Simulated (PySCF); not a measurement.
## Structure revision by computed shifts

A compound C₇H₁₁ClSi₂ gives the data below (simulated from a calculation) and was assigned the structure `C=C(C)C#C[C@@H]1[SiH2][C@H]1[SiH2]Cl`.

¹³C{¹H} NMR (computed): δ 157.0 (CH), 156.5 (C), 151.4 (CH), 147.9 (CH), 3.1 (CH2), 3.0 (CH2), -1.5 (CH).

¹H NMR (600 MHz, computed): δ 7.55 (m, 1H), 7.31 (d, 1H), 7.18 (m, 1H), 4.62 (m, 1H), 4.60 (m, 1H), 4.21 (m, 1H), 0.75 (m, 1H), 0.72 (m, 1H), 0.34 (m, 1H), 0.33 (m, 1H), -0.25 (m, 1H).

- coordinates at the GFN2-xTB level
- shielding tensors at PBE0/pcSseg-1 (GIAO)
- program: PySCF 2.14.0 with density-fitted response routines
- relativity neglected, isolated molecule, a single conformation

Scale: ¹H (σref 31.72), ¹³C (σref 186.93) against TMS (reference shieldings calculated alike).

Task: Compare with the shifts computed for the proposed structure, pairing carbons in order of shift.

Result: Mapped SMILES: `[CH2:1]=[C:2]([CH3:3])[C:4]#[C:5][C@@H:6]1[SiH2:7][C@H:8]1[SiH2:9][Cl:10]` (H(Xn): hydrogen on atom n).

| atom | computed for proposal | given list | difference |
| --- | --- | --- | --- |
| C2 | 135.0 | 157.0 | -22.0 |
| C1 | 125.8 | 156.5 | -30.7 |
| C5 | 102.8 | 151.4 | -48.6 |
| C4 | 85.9 | 147.9 | -62.0 |
| C3 | 27.1 | 3.1 | +24.0 |
| C8 | 9.1 | 3.0 | +6.1 |
| C6 | 1.5 | -1.5 | +3.0 |

The rms difference is 34.3 ppm and the largest -62.0 ppm at C4 (alkyne carbon). The carbon types in order of shift don't match either: C, CH2, C, C, CH3, CH, CH for the proposal against CH, C, CH, CH, CH2, CH2, CH in the data. The proposal doesn't fit.

Task: Which isomer fits?

Result: SMILES C1=C(Cl)[SiH2]C=C[Si@@H]1C1CC1.

Carbon types of the structure: 1 × C, 4 × CH, 2 × CH2, leaving 3 H on heteroatoms. δC 157.0, 151.4, 147.9: alkene CH; an sp2 carbon of a C=C bond. δC 156.5: fully substituted alkene carbon; an sp2 carbon of a C=C bond. δH 7.55, 7.31, 7.18: hydrogen on an alkene CH; olefinic region. δH 0.75, 0.72, 0.34, 0.33, -0.25: hydrogen on a three-membered-ring carbon; cyclopropane-type protons are shielded by the ring.

Other isomers checked: CC#C[C@H]1[SiH2][SiH2]CC=C1Cl (rms 37.5 ppm).

The data come from this structure; uniqueness wasn't tested.

Carbons that carry Cl, above all several Cl atoms, come out too deshielded, partly because spin–orbit coupling is missing. Shifts are as computed. Against solution values, carbons near 30 ppm lie about +3 ppm off and those near 130 ppm about +5 ppm; carbons on Cl a further +6 ppm. Of 1309 compounds with measured shifts, 239 miss one by over three times the rms of a fit or turn the order of signals round; such compounds aren't used in these exercises. Multiplicities follow the n + 1 count of equivalent neighbours, as no J values were calculated; m marks all less simple cases, F and P coupling included.
